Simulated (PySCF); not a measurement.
r2SCAN0 on C- (carbon, charge -1), [He] 2s2 2p3, high-spin 4S determinant. Calculation: PySCF 2.14, in def2-QZVPPD; the non-relativistic Hamiltonian (point nucleus).

```
cycle= 1 E= -37.8821346166043  delta_E= -0.00149  |g|= 0.00731  |ddm|= 0.0632
cycle= 2 E= -37.8821768161974  delta_E= -4.22e-05  |g|= 0.00469  |ddm|= 0.0209
cycle= 3 E= -37.8821909640585  delta_E= -1.41e-05  |g|= 0.0013  |ddm|= 0.00545
cycle= 4 E= -37.882193335713  delta_E= -2.37e-06  |g|= 0.000251  |ddm|= 0.0034
cycle= 5 E= -37.882193504021  delta_E= -1.68e-07  |g|= 3.79e-05  |ddm|= 0.00116
cycle= 6 E= -37.8821935069586  delta_E= -2.94e-09  |g|= 1.53e-06  |ddm|= 0.000167
cycle= 7 E= -37.8821935069614  delta_E= -2.84e-12  |g|= 1.78e-07  |ddm|= 8.6e-06
converged SCF energy = -37.8821935069614  <S^2> = 3.7554339  2S+1 = 4.002716
```

Highest occupied orbital energy: 1.072 eV; ⟨L²⟩ = 0.00; populations by l: s 4.00, p 3.00, d 0.00, f 0.00.

Can this result be used?

With care. The calculation finished and met its thresholds. At r2SCAN0 the highest occupied level has a positive energy, so only the finite basis holds that electron; in a semilocal or global hybrid functional this comes from self-interaction and does not mean that the real anion is unbound.
